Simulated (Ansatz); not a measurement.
Basis sets compared for B6As5H18⁻, a cluster cut from wurtzite BAs (hydrogen-capped). Charge -1, multiplicity 1. Geometry PBE-D4/def2-SVP. Ansatz on 2 threads of AMD EPYC 7R13 on a shared host and a share (18 GiB) of an NVIDIA H100 80GB HBM3; times are rough, and most runs start from earlier orbitals.

```xyz
29

B    -1.9582    0.4966   -1.5746
As   -0.0977    1.3861   -1.3739
As   -1.3370    1.3125    1.7396
B     0.2402    1.9996    0.6015
B     1.4748    0.2369   -2.0807
As    1.9591    1.0644    1.2529
As   -1.8354   -1.1819   -0.3562
B    -1.9256   -0.6598    1.6583
B    -0.3165   -2.4901   -0.8716
As    1.4614   -1.4309   -0.8417
B     2.2004   -0.9712    1.0509
H    -2.8350    1.2585   -1.1649
H    -2.0848    0.1573   -2.7475
H    -0.1105    2.7119   -2.1410
H    -2.4874    2.2648    1.4354
H    -1.0892    1.7570    3.1866
H     0.3501    3.2101    0.7307
H     1.2079   -0.0925   -3.2328
H     2.5344    0.8525   -1.9570
H     3.1006    1.8421    0.6087
H     2.2068    1.5104    2.6994
H    -3.1384   -1.9472   -0.5952
H    -3.0698   -0.7097    2.0995
H    -1.1016   -1.2792    2.3189
H    -0.5140   -2.8342   -2.0363
H    -0.2673   -3.4140   -0.0628
H     2.5142   -2.3740   -1.4272
H     1.5164   -1.4748    1.9328
H     3.4020   -1.2009    1.1483
```

The 6-31G sets use Cartesian d functions. B3LYP takes the VWN-RPA correlation. Single mean-field runs in def2-TZVP are fitted with def2-universal-jkfit.

```
           level  functions  energy (Eh)  HOMO (eV)  LUMO (eV)  wall time
       HF/STO-3G        138  -11203.3777      -3.54      12.63        8 s
        HF/6-31G        235  -11327.7868      -5.87       6.48       10 s
 PBE-D4/def2-SVP        334  -11336.0652      -2.38       2.05      9.6 s
  B3LYP-D4/6-31G        235  -11337.9301      -3.16       3.12       10 s
PBE0-D4/def2-SVP        334  -11336.4662      -3.48       2.81        7 s
```

(1) Estimate the rows for PBE-D4/def2-TZVP, B3LYP-D4/def2-TZVP, PBE0-D4/def2-TZVP (with forces).

Answers

(1) 
| level | functions | energy (Eh) | HOMO (eV) | LUMO (eV) | wall time |
| --- | --- | --- | --- | --- | --- |
| PBE-D4/def2-TZVP | 534 | -11337.6128 | -2.53 | 1.73 | 10 s |
| B3LYP-D4/def2-TZVP | 534 | -11339.8381 | -3.41 | 2.27 | 7 s |
| PBE0-D4/def2-TZVP (with forces) | 534 | -11338.0025 | -3.57 | 2.49 | 14 s |
